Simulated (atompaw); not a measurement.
# An all-electron radial function and its pseudo partner (argon)

Columns: radius, all-electron u(r) and pseudo u(r) of the 3p shell (level -13.18 eV) of argon in the configuration [Ne] 3s2 3p5.75; LDA (PW92), scalar-relativistic, PAW (atompaw) scheme, atompaw 4.2.0.5.

```csv
r (bohr),all-electron,pseudo
0.048,-0.0843,0.0041
0.096,-0.2218,0.0163
0.144,-0.3304,0.0362
0.192,-0.3879,0.0634
0.240,-0.3953,0.0971
0.288,-0.3616,0.1364
0.337,-0.2962,0.1814
0.385,-0.2118,0.2291
0.433,-0.1155,0.2792
0.481,-0.0138,0.3308
0.529,0.0886,0.3827
0.577,0.1882,0.4340
0.625,0.2824,0.4838
0.673,0.3697,0.5313
0.721,0.4491,0.5760
0.769,0.5203,0.6174
0.817,0.5829,0.6551
0.865,0.6372,0.6891
0.913,0.6835,0.7191
0.962,0.7229,0.7457
1.010,0.7543,0.7679
1.058,0.7791,0.7863
1.106,0.7980,0.8012
1.154,0.8114,0.8124
1.202,0.8200,0.8202
1.250,0.8243,0.8243
```

Problem. How many radial nodes do the two functions have?

Solution. The all-electron 3p function has n − l − 1 = 1; the pseudo-wave has 0, since the states of the same l below it are removed with the core.

Problem. Is the pseudo-wave norm-conserving?

Solution. No, it belongs to a PAW set: the norm inside the radius is not constrained, and the difference is carried by the augmentation charge.
